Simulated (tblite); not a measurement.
Record of a relaxation.

Compound: C5H12AlClSi.
Numbering: `[CH3:1]/[C:2](=[CH:3]/[CH2:4][SiH3:5])[CH2:6][AlH:7][Cl:8]` (hydrogens: H9, H10, H11 on C1; H12 on C3; H13, H14 on C4; H15, H16, H17 on Si5; H18, H19 on C6; H20 on Al7)

Computed with GFN2-xTB (tblite), gas phase: L-BFGS steps from a force-field or distance-geometry start until the largest atomic force falls under 0.01 eV/Å. 7 of its 206 geometries are shown.

Step 0: E = -657.8817 eV, largest atomic force 3.268 eV/Å
```
atom  x, y, z in Å  |  force x, y, z in eV/Å
C1      1.808   -0.789    1.028   -0.470   0.707  -0.829
C2      0.720   -0.531   -0.015    0.188  -1.059   1.968
C3     -0.493   -0.926    0.330   -0.076   0.035  -0.466
C4     -1.637   -0.731   -0.591   -1.668  -2.390   1.478
Si5    -2.842    0.350    0.348   -0.476   1.047   0.191
C6      1.119    0.096   -1.252    2.163   0.588  -1.081
Al7     1.893    1.881   -0.711    1.034   0.255   1.933
Cl8     3.658    1.887    0.651   -1.336   0.344  -1.474
H9      1.526   -1.667    1.624    0.422   0.500  -0.097
H10     1.838    0.153    1.635    0.361  -1.033  -0.209
H11     2.725   -0.942    0.443    0.025   0.015   0.796
H12    -0.659   -1.394    1.315   -0.112   0.287  -0.820
H13    -1.458   -0.463   -1.594    0.547   0.428  -0.732
H14    -2.136   -1.752   -0.638    0.276   0.808  -0.182
H15    -4.134    0.383   -0.365    0.133   0.027   0.141
H16    -3.028   -0.157    1.724   -0.010   0.071  -0.266
H17    -2.225    1.708    0.399   -0.250  -0.358   0.035
H18     1.959   -0.529   -1.686   -0.524   0.421   0.110
H19     0.392    0.246   -2.025   -0.687  -0.267  -0.249
H20     0.971    3.189   -0.624    0.460  -0.424  -0.247
```

Step 34: E = -658.8625 eV, largest atomic force 0.135 eV/Å
```
atom  x, y, z in Å  |  force x, y, z in eV/Å
C1      1.810   -0.889    1.060   -0.001  -0.003  -0.025
C2      0.722   -0.635    0.053   -0.007   0.056  -0.037
C3     -0.513   -1.085    0.260    0.016  -0.041  -0.012
C4     -1.735   -0.843   -0.557    0.050   0.068   0.005
Si5    -2.875    0.414    0.322    0.014  -0.004  -0.021
C6      1.184    0.191   -1.119   -0.054  -0.077   0.066
Al7     1.921    1.961   -0.533    0.052  -0.079   0.032
Cl8     3.804    2.360    0.116   -0.066  -0.016  -0.039
H9      1.559   -1.703    1.738   -0.011   0.023  -0.036
H10     1.968    0.016    1.662   -0.001   0.014  -0.056
H11     2.750   -1.116    0.557    0.010  -0.029   0.036
H12    -0.688   -1.676    1.152   -0.026   0.010   0.012
H13    -1.474   -0.474   -1.550   -0.057  -0.035   0.040
H14    -2.286   -1.775   -0.689    0.056  -0.036  -0.001
H15    -4.123    0.481   -0.444   -0.020   0.026   0.033
H16    -3.147   -0.035    1.693   -0.008  -0.008  -0.066
H17    -2.224    1.722    0.369    0.034   0.018  -0.014
H18     1.981   -0.385   -1.618    0.036   0.005  -0.042
H19     0.383    0.318   -1.857    0.030  -0.015   0.097
H20     0.977    3.164   -0.618   -0.047   0.124   0.027
```

Step 68: E = -658.9149 eV, largest atomic force 0.158 eV/Å
```
atom  x, y, z in Å  |  force x, y, z in eV/Å
C1      1.810   -0.913    1.047   -0.013  -0.015  -0.003
C2      0.687   -0.647    0.087    0.036   0.018  -0.046
C3     -0.519   -1.181    0.264    0.014  -0.008   0.024
C4     -1.747   -0.972   -0.554    0.055  -0.003  -0.021
Si5    -2.738    0.478    0.198    0.010  -0.002  -0.016
C6      1.092    0.258   -1.037    0.005   0.008  -0.030
Al7     1.753    2.045   -0.382   -0.107  -0.079  -0.086
Cl8     3.727    2.500   -0.294    0.033   0.017   0.014
H9      1.474   -1.447    1.932   -0.013   0.017   0.000
H10     2.248    0.051    1.357   -0.002  -0.074   0.001
H11     2.598   -1.499    0.569   -0.005   0.063   0.020
H12    -0.676   -1.808    1.132    0.023  -0.024   0.051
H13    -1.509   -0.763   -1.597    0.032   0.031   0.012
H14    -2.341   -1.887   -0.543   -0.043   0.030   0.005
H15    -3.928    0.732   -0.619    0.012   0.005  -0.004
H16    -3.155    0.104    1.552   -0.007   0.012   0.006
H17    -1.861    1.651    0.249   -0.008   0.005  -0.019
H18     1.978   -0.190   -1.523    0.012  -0.008  -0.014
H19     0.312    0.307   -1.803   -0.020   0.013   0.053
H20     0.788    3.192   -0.037   -0.013  -0.005   0.053
```

Step 102: E = -658.9839 eV, largest atomic force 0.093 eV/Å
```
atom  x, y, z in Å  |  force x, y, z in eV/Å
C1      1.897   -0.921    0.968   -0.015   0.019  -0.048
C2      0.719   -0.704    0.067   -0.021   0.047   0.035
C3     -0.495   -1.167    0.364   -0.027   0.056   0.048
C4     -1.724   -0.968   -0.460    0.022  -0.083   0.002
Si5    -2.561    0.689   -0.003    0.005  -0.075  -0.051
C6      1.035    0.149   -1.119    0.013  -0.020  -0.023
Al7     1.475    1.855   -0.160    0.058   0.006  -0.026
Cl8     3.077    3.028   -0.592   -0.051   0.008  -0.010
H9      1.639   -1.470    1.870   -0.006   0.006  -0.027
H10     2.311    0.062    1.256   -0.030  -0.007   0.038
H11     2.690   -1.446    0.438    0.030  -0.084   0.019
H12    -0.636   -1.701    1.294   -0.007  -0.071  -0.024
H13    -1.470   -0.987   -1.520   -0.034   0.082  -0.020
H14    -2.418   -1.795   -0.303   -0.003   0.004   0.093
H15    -3.667    0.914   -0.939   -0.014   0.018   0.019
H16    -3.081    0.582    1.365    0.038   0.047  -0.055
H17    -1.570    1.771   -0.132   -0.029  -0.024   0.006
H18     1.909   -0.261   -1.649    0.032   0.064   0.024
H19     0.210    0.156   -1.833    0.010  -0.003  -0.028
H20     0.655    2.226    1.086    0.031   0.010   0.028
```

Step 137: E = -659.0935 eV, largest atomic force 0.150 eV/Å
```
atom  x, y, z in Å  |  force x, y, z in eV/Å
C1      1.919   -1.151    1.004    0.044   0.001   0.039
C2      0.750   -0.800    0.137    0.034   0.052   0.029
C3     -0.483   -1.211    0.436    0.030  -0.006  -0.024
C4     -1.702   -0.938   -0.391    0.000  -0.091  -0.029
Si5    -2.311    0.855   -0.208   -0.008  -0.026   0.148
C6      1.093    0.103   -1.002   -0.002  -0.028  -0.050
Al7     1.094    1.914   -0.113    0.073  -0.076  -0.091
Cl8     1.456    3.695   -1.015   -0.031   0.010  -0.045
H9      1.611   -1.722    1.877    0.014   0.026   0.017
H10     2.406   -0.225    1.329    0.013  -0.069   0.004
H11     2.650   -1.740    0.448   -0.011   0.039   0.010
H12    -0.633   -1.813    1.323   -0.017   0.008  -0.023
H13    -1.472   -1.147   -1.439   -0.054   0.061  -0.042
H14    -2.495   -1.632   -0.110   -0.002   0.009   0.029
H15    -3.403    1.081   -1.155    0.020   0.063  -0.006
H16    -2.731    1.103    1.171   -0.065  -0.027  -0.015
H17    -1.181    1.810   -0.463    0.027   0.043  -0.041
H18     2.039   -0.215   -1.464   -0.053   0.043   0.086
H19     0.331    0.051   -1.792    0.054   0.022   0.002
H20     1.056    1.992    1.426   -0.068  -0.055   0.005
```

Step 171: E = -659.1242 eV, largest atomic force 0.043 eV/Å
```
atom  x, y, z in Å  |  force x, y, z in eV/Å
C1      1.917   -1.171    1.031    0.011   0.011   0.017
C2      0.772   -0.803    0.136    0.010  -0.016  -0.032
C3     -0.472   -1.197    0.410   -0.007   0.014  -0.004
C4     -1.685   -0.902   -0.419   -0.023  -0.011  -0.002
Si5    -2.320    0.867   -0.112    0.001  -0.030   0.027
C6      1.151    0.069   -1.014    0.014   0.016  -0.023
Al7     1.038    1.905   -0.201    0.022  -0.020  -0.015
Cl8     1.309    3.658   -1.188   -0.010  -0.005  -0.006
H9      1.582   -1.718    1.908   -0.014   0.000   0.017
H10     2.426   -0.259    1.354    0.008   0.015   0.001
H11     2.642   -1.785    0.496    0.002   0.003  -0.011
H12    -0.649   -1.786    1.300   -0.005  -0.009  -0.005
H13    -1.453   -1.021   -1.480   -0.005   0.017   0.003
H14    -2.466   -1.629   -0.187    0.003   0.016  -0.006
H15    -3.362    1.214   -1.077   -0.031  -0.004  -0.025
H16    -2.824    1.009    1.253    0.006  -0.015   0.000
H17    -1.178    1.826   -0.301    0.039   0.017  -0.002
H18     2.145   -0.214   -1.385   -0.022   0.000   0.023
H19     0.462   -0.049   -1.861   -0.007  -0.002   0.024
H20     0.961    1.996    1.335    0.006   0.002   0.017
```

Step 205: E = -659.1277 eV, largest atomic force 0.009 eV/Å
```
atom  x, y, z in Å  |  force x, y, z in eV/Å
C1      1.889   -1.161    1.065    0.004   0.001   0.006
C2      0.764   -0.807    0.139   -0.001   0.001   0.002
C3     -0.483   -1.212    0.379   -0.001   0.002  -0.001
C4     -1.683   -0.902   -0.464   -0.005  -0.003  -0.001
Si5    -2.319    0.849   -0.070    0.004  -0.008   0.003
C6      1.166    0.066   -1.003    0.001  -0.003  -0.004
Al7     1.068    1.921   -0.237   -0.001   0.003   0.000
Cl8     1.218    3.634   -1.314    0.001   0.000  -0.002
H9      1.530   -1.677    1.952    0.003  -0.003  -0.004
H10     2.402   -0.244    1.371   -0.004   0.000  -0.002
H11     2.617   -1.798    0.562   -0.001   0.002   0.002
H12    -0.679   -1.808    1.261   -0.001   0.000  -0.003
H13    -1.432   -0.965   -1.525    0.000   0.001   0.002
H14    -2.460   -1.643   -0.279    0.001   0.003   0.001
H15    -3.373    1.241   -1.007   -0.004   0.001  -0.001
H16    -2.805    0.916    1.307   -0.002   0.001  -0.004
H17    -1.166    1.804   -0.222    0.005   0.002   0.003
H18     2.162   -0.230   -1.357   -0.002   0.002  -0.001
H19     0.487   -0.048   -1.858    0.001  -0.001   0.003
H20     1.092    2.074    1.297    0.000   0.000   0.001
```

Question: Summarise the path.

Answer: The energy falls by 1.2461 eV from step 0 to step 205; nine tenths of that is first reached at step 110. It rises by more than 0.2 meV at steps 96 and 122. The largest force goes from 3.268 to 0.009 eV/Å. Among the bonds Al7–Cl8 changes most, from 2.229 to 2.029 Å; the atoms move by 1.156 Å rms after alignment.

Question: Follow the three bonds and two angles with the largest change from start to end.

Answer: 
```
step  E above end (eV)  largest force (eV/Å)  Al7–Cl8 (Å)  Al7–H20 (Å)  C2–C6 (Å)  C3–C4–H13 (°)  C2–C6–H19 (°)
   0            1.2461                 3.268        2.229        1.603      1.444          119.6          119.4
   9            0.3756                 0.394        2.037        1.537      1.509          109.5          111.1
  18            0.3023                 0.136        2.032        1.536      1.503          112.2          110.3
  27            0.2794                 0.113        2.030        1.543      1.501          111.5          111.7
  36            0.2615                 0.087        2.031        1.541      1.501          111.2          111.1
  45            0.2484                 0.079        2.030        1.541      1.498          112.0          110.4
  53            0.2404                 0.098        2.029        1.539      1.501          111.0          110.8
  62            0.2227                 0.106        2.035        1.538      1.499          111.3          110.5
  71            0.2081                 0.077        2.032        1.540      1.498          111.7          111.3
  80            0.1969                 0.106        2.029        1.536      1.495          111.2          110.9
  89            0.1851                 0.129        2.034        1.544      1.499          110.9          111.1
  98            0.1606                 0.102        2.030        1.541      1.496          111.2          110.8
 107            0.1298                 0.083        2.033        1.542      1.494          110.4          112.0
 116            0.1139                 0.096        2.032        1.539      1.491          110.4          111.6
 125            0.0875                 0.150        2.034        1.549      1.493          110.5          111.6
 134            0.0524                 0.171        2.025        1.546      1.495          108.7          110.9
 143            0.0208                 0.087        2.028        1.542      1.493          109.6          111.9
 152            0.0122                 0.079        2.029        1.540      1.490          110.5          111.6
 160            0.0067                 0.041        2.030        1.543      1.492          110.4          111.5
 169            0.0042                 0.034        2.029        1.541      1.493          110.2          111.9
 178            0.0025                 0.022        2.029        1.542      1.492          110.1          111.6
 187            0.0013                 0.028        2.028        1.541      1.493          110.4          111.4
 196            0.0002                 0.017        2.029        1.541      1.493          110.5          111.5
 205            0.0000                 0.009        2.029        1.541      1.493          110.5          111.6
```

The cost below is that of the whole relaxation. The run took 3.7 s wall on one thread of an Arm Neoverse N1, shared host with 64 logical CPUs at a one-minute load of 56.
